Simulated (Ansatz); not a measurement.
FH₅O₂SiSn (`O[SiH](F)[O][SnH3]`). Charge 0, multiplicity 1. Sn: def2 effective core potential.

Z-matrix (Å, degrees):
```
Si
F 1 1.597
O 1 1.599 2 111.6
O 1 1.638 2 107.7 3 -118.1
H 1 1.473 2 105.9 3 121.0
Sn 3 1.977 1 132.2 2 -95.4
H 4 0.958 1 118.6 2 -42.8
H 6 1.700 3 106.2 1 -75.2
H 6 1.700 3 102.8 1 165.7
H 6 1.701 3 107.2 1 46.3
```

(1) What are the harmonic wavenumbers in cm⁻¹ at PBE0-D4/def2-TZVP (Ansatz, finite differences of forces, unscaled)? (An estimate is asked.)

(2) Is this a minimum?

(3) Give the ideal-gas thermochemistry at 298.15 K and 1 bar (rigid rotor, harmonic oscillator; point group C1, symmetry number 1).

(4) And at 400, 500, 600, 800 and 1000 K?

(5) Rotational constants (cm⁻¹)?

## Answers

(1) Ansatz gave: 39, 60, 66, 191, 284, 333, 423, 472, 514, 536, 699, 701, 704, 788, 828, 842, 909, 939, 1068, 1971, 1978, 1982, 2288, 3930.

(2) Yes, all 24 modes are real.

(3) Zero-point energy 134.9 kJ/mol; H(298) − E = 159.2 kJ/mol; entropy 394.1 J/(mol·K), of which translation 175.1, rotation 120.1, vibration 98.9; G(298) − E = 41.7 kJ/mol. Modes under 100 cm⁻¹ are hindered rotations or soft bends, so the harmonic entropy is rough.

(4) 
```
T (K)  H − E (kJ/mol)  S (J/mol/K)  G − E (kJ/mol)
  400           173.0        433.8            -0.5
  500           188.4        468.1           -45.6
  600           205.1        498.5           -94.0
  800           241.3        550.4          -199.0
 1000           280.1        593.6          -313.6
```

(5) 0.1815, 0.03051, 0.02867.
